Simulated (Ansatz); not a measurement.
Job for Ansatz (a first-principles code): R-BLYP/def2-TZVPP on silylarsine (SMILES [SiH3][AsH2]), a point of a torsion scan.

Ansatz 0.2 input:
```yaml
crystal:
  periodic: [false, false, false]
  atoms:
    - {symbol: Si, position_ang: [-0.82441712, 0.08969114, -0.03184756]}
    - {symbol: As, position_ang: [1.49642637, 0.14281861, -0.15570905]}
    - {symbol: H, position_ang: [-1.46620180, -0.87215023, -0.93563921]}
    - {symbol: H, position_ang: [-1.35639778, 1.41603693, -0.37507584]}
    - {symbol: H, position_ang: [-1.26206887, -0.22211143, 1.33416802]}
    - {symbol: H, position_ang: [1.51965076, -0.49483224, -1.51426087]}
    - {symbol: H, position_ang: [1.62610222, -1.22097861, 0.45911413]}
basis:
  gaussian:
    orbitals: def2-TZVPP
hamiltonian:
  xc: {name: BLYP}
scf: {lower_state_search: off}
```

Question: Give the final energy of this run.

Answer: -2528.4057 hartree.
